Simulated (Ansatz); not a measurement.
Computed with Ansatz on PBE0-D4/def2-TZVP structures; ΔE is electronic, products minus reactants. CBS: MP2 limit from def2 TZ/QZ plus the TZ coupled-cluster correction, frozen cores. This one scheme is used for every species. Functionals use def2-TZVPP. One conformer a species, not always the lowest.

`NC(N)=C[SiH3]` + `[F][AlH][SH]` → `[F][AlH][S][SiH3]` + `C=C(N)N`  (ligand exchange at the Si–C bond)

`NC(N)=C[SiH3]`:

```xyz
13

N     0.310   -1.697    1.306
C     0.274   -0.535    0.555
N     1.475    0.146    0.619
C    -0.811   -0.136   -0.149
Si   -0.886    1.241   -1.350
H     0.788   -1.606    2.190
H    -0.579   -2.160    1.393
H     2.287   -0.453    0.591
H     1.546    0.921   -0.021
H    -1.722   -0.704    0.023
H    -1.520    0.828   -2.634
H     0.492    1.732   -1.662
H    -1.654    2.424   -0.862
```

`[F][AlH][SH]`:

Z-matrix (Å, degrees):
```
Al
F 1 1.645
S 1 2.169 2 116.3
H 1 1.569 2 119.8 3 -180.0
H 3 1.345 1 91.6 2 179.9
```

`[F][AlH][S][SiH3]`:

Z-matrix (Å, degrees):
```
Si
S 1 2.141
H 1 1.483 2 108.9
H 1 1.485 2 110.5 3 120.4
H 1 1.483 2 108.9 3 -119.3
Al 2 2.166 1 99.7 3 -120.2
F 6 1.646 2 115.4 1 -180.0
H 6 1.568 2 125.5 1 -0.0
```

`C=C(N)N`:

Z-matrix (Å, degrees):
```
C
C 1 1.340
H 1 1.081 2 121.0
H 1 1.081 2 121.0 3 180.0
N 2 1.391 1 124.4 3 9.5
N 2 1.391 1 124.4 3 -170.5
H 5 1.011 2 113.1 1 -134.3
H 5 1.007 2 113.4 1 -5.7
H 6 1.008 2 113.5 1 -5.7
H 6 1.010 2 113.1 1 -134.3
```

Problem. Is it downhill or uphill in electronic energy at CCSD(T)/CBS, and by how much? (Best estimate.)

Solution. Computed: Downhill: ΔE = -11.0 kcal/mol.

Problem. What do these levels give: PBE-D4, MP2/def2-TZVPP, CCSD(T)/def2-TZVPP, MP2/def2-QZVPP, SCS-MP2/def2-QZVPP, CCSD/CBS(def2)? (Best estimate.)

Solution. The calculation gave: PBE-D4 -9.8, MP2/def2-TZVPP -10.6, CCSD(T)/def2-TZVPP -10.0, MP2/def2-QZVPP -11.2, SCS-MP2/def2-QZVPP -11.2, CCSD/CBS(def2) -11.2 kcal/mol.

Largest T1 diagnostic among the species: 0.012.
